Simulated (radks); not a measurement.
Results of a calculation; reference values are marked as such.
The promethium ion Pm+, configuration [Xe] 4f4.5 5d0.5 6s1 (fractional occupations, a model configuration). Code: a radial shooting solver on a logarithmic mesh with Libxc functionals. Model: Dirac Kohn-Sham, BLYP, spin-unpolarised, spherical densities, finite nucleus; open shells fill j = l - 1/2 first; Fermi nuclear charge, rms radius 4.962 fm.

X-ray form factor f0, the Fourier transform of the density (f0(0) = 60):

| sin(theta)/lambda (1/angstrom) | f0 (electrons) |
|---|---|
| 0.05 | 58.932 |
| 0.1 | 56.286 |
| 0.15 | 52.984 |
| 0.2 | 49.541 |
| 0.25 | 46.178 |
| 0.3 | 43.028 |
| 0.4 | 37.597 |
| 0.5 | 33.220 |
| 0.6 | 29.579 |
| 0.8 | 23.847 |
| 1 | 19.893 |
| 1.25 | 16.753 |
| 1.5 | 14.543 |
| 2 | 10.777 |
